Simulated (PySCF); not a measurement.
# How methods differ on the ionisation energy of Si⁺

Si⁺ [Ne] 3s2 3p1 (2P) → Si²⁺ [Ne] 3s2 (1S), as a difference of total energies. All numbers are calculated (PySCF 2.14, the spin-free X2C one-electron Hamiltonian (Gaussian nucleus), in aug-cc-pVQZ-DK). Correlated levels: valence: [Ne] frozen. The calculations carry no spin-orbit coupling.

| method | ionisation energy (eV) | plus first-order spin-orbit estimate | error of that sum (eV) |
| --- | --- | --- | --- |
| UHF | 15.832 | 15.853 | -0.493 |
| MP2 (valence) | 16.125 | 16.145 | -0.201 |
| SCS-MP2 (valence) | 16.116 | 16.137 | -0.209 |
| CCSD (valence) | 16.224 | 16.244 | -0.102 |
| CCSD(T) (valence) | 16.256 | 16.277 | -0.069 |

Reference: 16.346 eV (measured; NIST Atomic Spectra Database, ionization energies).

A first-order spin-orbit estimate (lowest level to lowest level, LS coupling) adds 0.021 eV.

Errors of the correlated levels include the incompleteness of this basis and the frozen core.
